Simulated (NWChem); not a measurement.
# C4H3F; SMILES C#C/C=C\F

```xyz
8

C      0.5589     2.1967     0.0000
C     -0.1123     1.1703     0.0000
C     -0.9198     0.0045     0.0000
C     -0.4497    -1.2638     0.0000
F      0.8524    -1.5535     0.0000
H      1.1590     3.0956     0.0000
H     -2.0167     0.1212     0.0000
H     -1.0947    -2.1579     0.0000
```
Atoms are numbered in this order, from 1.

Level: PBE-D3(BJ)/def2-SVP (NWChem), optimised geometry, unscaled harmonic frequencies. 

Q: List the harmonic frequencies with IR intensities, and the thermochemistry.

A: 
```
frequency (cm⁻¹)  IR intensity (km/mol)
----------------  ---------------------
140                                 1.9
277                                12.8
370                                 4.6
548                                 0.1
605                                38.9
656                                32.7
738                                13.3
739                                26.4
877                                 0.3
943                                11.9
1078                               49.5
1234                               59.9
1363                               15.0
1666                               81.8
2152                                1.9
3102                                3.5
3134                                6.4
3409                               79.1
```

The zero-point energy comes out as 32.9 kcal/mol and the thermal correction to the enthalpy at 298.15 K (with zero-point energy) is 36.7 kcal/mol. The heat capacity Cv is 17.3 cal/(mol K). The entropy at 298.15 K and 1 atm (symmetry number 1) is 71.7 cal/(mol K). The dipole moment is 1.17 D.

Rigid rotor and harmonic oscillator.
